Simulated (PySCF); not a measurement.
## V³⁺ (vanadium, charge +3): UHF calculation

Configuration: [Ar] 3d2, high-spin 3F determinant. Calculation: PySCF 2.14, in aug-cc-pVDZ (7s6p4d2f, 59 functions); the non-relativistic Hamiltonian (point nucleus).

```
Total energy                                     : -941.130346 hartree
One-electron energy                              : -1265.6492 hartree
Hartree (Coulomb) energy                         : 367.8966 hartree
Exchange energy                                  : -43.3777 hartree
Kinetic energy                                   : 939.96541 hartree
⟨S²⟩                                             : 2.0023
⟨L²⟩                                             : 12.031
Sum of ⟨r⟩                                       : 12.65 bohr
Sum of ⟨r²⟩                                      : 13.27 bohr²
Density at the nucleus (Gaussians lack the cusp) : 8120 bohr⁻³
Spin density at the nucleus                      : 0.0336 bohr⁻³
Langevin diamagnetic susceptibility              : -10.5 ×10⁻⁶ cm³/mol
Time after the integrals                         : 0.27 s of wall time on 1 thread of Neoverse-V1 (shared host)
```

```
shell  electrons  mean orbital energy (hartree)  rms radius, mean of both spins (bohr)
 1s α          1                     -202.87656                                 0.0776
 1s β          1                     -202.87593                                 0.0776
 2s α          1                      -25.26798                                  0.335
 2s β          1                      -25.21612                                  0.335
 2p α          3                      -21.41833                                  0.304
 2p β          3                      -21.36624                                  0.304
 3s α          1                       -4.52525                                   1.01
 3s β          1                       -4.36724                                   1.01
 3p α          3                       -3.36012                                   1.10
 3p β          3                       -3.16842                                   1.10
 3d α          2                       -1.77153                                   1.27
```
